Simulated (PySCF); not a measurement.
# Al⁺ (aluminium, charge +1) across methods

[Ne] 3s1 3d1, high-spin 3D determinant (an excited configuration). Computed with PySCF 2.14 in aug-cc-pVTZ-DK, with scalar relativity by spin-free X2C-1e.

```json
{"method": "CAM-B3LYP", "E (hartree)": "-242.1602", "mean ε 2p β (eV)": "-88.880", "mean ε 3s α (eV)": "-20.358", "mean ε 3d α (eV)": "-6.399", "Σ⟨r²⟩ (bohr²)": "31.41", "⟨S²⟩": "2.000"}
{"method": "PBE", "E (hartree)": "-242.0418", "mean ε 2p β (eV)": "-82.770", "mean ε 3s α (eV)": "-17.915", "mean ε 3d α (eV)": "-5.437", "Σ⟨r²⟩ (bohr²)": "30.17", "⟨S²⟩": "2.000"}
{"method": "r2SCAN", "E (hartree)": "-242.1434", "mean ε 2p β (eV)": "-84.543", "mean ε 3s α (eV)": "-18.099", "mean ε 3d α (eV)": "-5.360", "Σ⟨r²⟩ (bohr²)": "30.47", "⟨S²⟩": "2.000"}
{"method": "PBE0", "E (hartree)": "-242.0576", "mean ε 2p β (eV)": "-87.586", "mean ε 3s α (eV)": "-18.969", "mean ε 3d α (eV)": "-5.835", "Σ⟨r²⟩ (bohr²)": "30.87", "⟨S²⟩": "2.000"}
{"method": "LDA", "E (hartree)": "-241.1074", "mean ε 2p β (eV)": "-82.954", "mean ε 3s α (eV)": "-18.132", "mean ε 3d α (eV)": "-5.290", "Σ⟨r²⟩ (bohr²)": "30.77", "⟨S²⟩": "2.000"}
{"method": "M06-2X", "E (hartree)": "-242.1444", "mean ε 2p β (eV)": "-92.268", "mean ε 3s α (eV)": "-20.159", "mean ε 3d α (eV)": "-6.112", "Σ⟨r²⟩ (bohr²)": "31.83", "⟨S²⟩": "2.000"}
{"method": "B3LYP", "E (hartree)": "-242.1898", "mean ε 2p β (eV)": "-86.847", "mean ε 3s α (eV)": "-18.822", "mean ε 3d α (eV)": "-5.716", "Σ⟨r²⟩ (bohr²)": "31.07", "⟨S²⟩": "2.000"}
{"method": "revPBE", "E (hartree)": "-242.1334", "mean ε 2p β (eV)": "-82.709", "mean ε 3s α (eV)": "-17.829", "mean ε 3d α (eV)": "-5.481", "Σ⟨r²⟩ (bohr²)": "30.04", "⟨S²⟩": "2.000"}
```

Q: Estimate the same row for UHF.

A: E (hartree) = -241.70795; mean ε 2p β (eV) = -100.92; mean ε 3s α (eV) = -21.771; mean ε 3d α (eV) = -6.658; Σ⟨r²⟩ (bohr²) = 34.35; ⟨S²⟩ = 2.000.

The outer electron is Rydberg-like, and this basis confines it to a smaller radius and binds it less than a complete one would.
